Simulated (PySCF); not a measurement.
# Computed properties of B(vinyl)(OMe)(NH2) (C3H8BNO), SMILES C=CB(N)OC

B(vinyl)(OMe)(NH2) (C₃H₈BNO), SMILES NB(C=C)OC. Geometry: PBE0-D3(BJ)/def2-SVP. Other conformers were not sampled. All values are computed for the isolated molecule unless a solvent is named; none is compared with measurement here.

**Structure.** The optimised structure has Cs symmetry. All 36 harmonic modes at PBE0-D3(BJ)/def2-SVP (PySCF) are real, so it is a minimum. With heavy atoms numbered as in [B:1]([CH:2]=[CH2:3])([O:7][CH3:8])[NH2:12], the shortest bond between them is C2–C3 at 1.338 Å and the longest B1–C2 at 1.567 Å.

**Vibrations.** The strongest infrared lines (harmonic, unscaled, degenerate partners summed) lie at 1402 cm⁻¹ (265 km/mol, B 37 %, H 36 %, O 13 %, C 12 %), 1602 cm⁻¹ (205 km/mol, H 68 %, N 19 %, B 10 %), 1339 cm⁻¹ (121 km/mol, H 43 %, B 29 %, C 19 %). The softest mode is at 84 cm⁻¹ and the zero-point energy is 73.5 kcal/mol.

**Electronic structure.** B3LYP/def2-TZVP (PySCF) places the frontier levels at -7.09 and -0.50 eV, a gap of 6.59 eV, and gives a dipole moment of 2.17 D and a mean polarisability of 63.3 bohr³. PBE/def2-TZVP (PySCF) at the same geometry gives -6.18 and -1.25 eV, so its gap is 1.66 eV narrower. An orbital gap is neither the optical nor the fundamental gap.

**Excitations.** TDA-CAM-B3LYP/def2-SVPD (PySCF) has S1 at 6.86 eV (181 nm, f = 0.007, weak); the most intense of the 10 singlets computed lies at 7.14 eV (f = 0.48). T1 (TDA) is at 4.00 eV, 2.86 eV under S1. TDA-PBE/def2-SVPD (PySCF) puts S1 at 5.46 eV. No vertical singlet excitation falls in the visible range (under 3.1 eV).

**NMR.** GIAO shifts at HF/pcSseg-1 (PySCF) (non-relativistic, atoms alike by connectivity averaged): ¹³C from 48.5 to 147.4 ppm against TMS; ¹H from 2.7 to 6.6 ppm against TMS; ¹¹B at 17.4 ppm against BF3.
